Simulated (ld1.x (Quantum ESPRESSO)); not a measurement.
**PBE PAW dataset for Ni (Z = 28), scalar-relativistic all-electron reference.**

nickel (Ni), PAW, made with ld1.x (Quantum ESPRESSO) 7.5 (PBE, scalar-relativistic). Core [Ne] 3s2, reference 3p6 3d8 4s0 4p0 (charge +2). Waves: 4s (bound, empty): rcut 1.70, rcutus 1.90 bohr; 4s channel at -1.1 Ry: rcut 1.70, rcutus 1.90 bohr; 3p (bound): rcut 1.10, rcutus 1.35 bohr; 4p (bound, empty): rcut 1.10, rcutus 1.35 bohr; 3d (bound): rcut 0.90, rcutus 1.25 bohr; 3d channel at -1.2 Ry: rcut 0.90, rcutus 1.25 bohr. Local part: all-electron potential smoothed inside 1.20 bohr (lloc = -2). Core correction: a·sin(br)/r model core, default radius (ld1.x builds one for every PAW set, though the input has nlcc=.false.). Augmentation charge: PSQ, inside the norm-conserving radii.

(1) Estimate the cutoffs (Ry, on a coarse ladder) from which the occupation-weighted sum of valence levels, in a spherical-Bessel basis at the reference potential, stays within 10 and 1 mRy of its value at 400 Ry.

(2) What does a ghost test show?

(3) Is the overlap operator S = 1 + Σ q|β⟩⟨β| positive definite (Bessel basis up to 400 Ry)?

(4) Which valence shell sets the plane-wave cutoff?

(5) Tests: 3p6 3d8 4s2 4p0; 3p6 3d8 4s1 4p0; 3p6 3d7 4s0 4p0; 3p5 3d8 4s2 4p0; 3p6 3d7 4s2 4p1; 3p6 3d8 4s0 4p2; 3p6 3d6 4s0 4p0. Which has the largest error in its energy relative to the reference configuration, and how large is it?

Results:

(1) 80 Ry and 140 Ry.

(2) No extra level below or beside the all-electron valence levels (s, p, d, f tested).

(3) Yes: its lowest eigenvalue is 0.10 (p channel).

(4) 3d: its level needs 90 Ry to come within 1 mRy, against 50 Ry for 3p.

(5) 3p6 3d6 4s0 4p0, with -239 meV (all-electron minus pseudo) on +95.02 eV.
